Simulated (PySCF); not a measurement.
CH₃IMgS, SMILES [Mg]([S]C)[I].

Geometry: B3LYP-D3(BJ)/def2-SVP. The structure was generated by enumeration; whether it is a known compound was not checked. The def2 effective core potentials stand for the cores of I; spin–orbit coupling is left out. Other conformers were not sampled.

Two levels are set side by side: PBE/def2-TZVP (PySCF) and ωB97X/def2-TZVP (PySCF). Same geometry, gas phase. Differences are taken from unrounded values.

```json
[
 {"quantity": "orbital gap (eV)", "ωB97X": "9.14", "PBE": "3.27", "PBE minus ωB97X": "-5.87"},
 {"quantity": "highest occupied level (eV)", "ωB97X": "-9.10", "PBE": "-5.61", "PBE minus ωB97X": "3.49"},
 {"quantity": "lowest empty level (eV)", "ωB97X": "0.04", "PBE": "-2.34", "PBE minus ωB97X": "-2.37"},
 {"quantity": "dipole moment (D)", "ωB97X": "1.55", "PBE": "1.58", "PBE minus ωB97X": "0.03"},
 {"quantity": "mean polarisability (bohr³)", "ωB97X": "91.0", "PBE": "98.7", "PBE minus ωB97X": "7.7"}
]
```

Without exact exchange PBE keeps part of each electron's self-repulsion, which lifts occupied levels and narrows the gap. Loosely held outer electrons make PBE densities more polarisable. Differences between two approximate levels are no errors against the true value.

Rough cost on one machine, each run with all the roots and properties that it gave: ωB97X against PBE within a factor of 2.
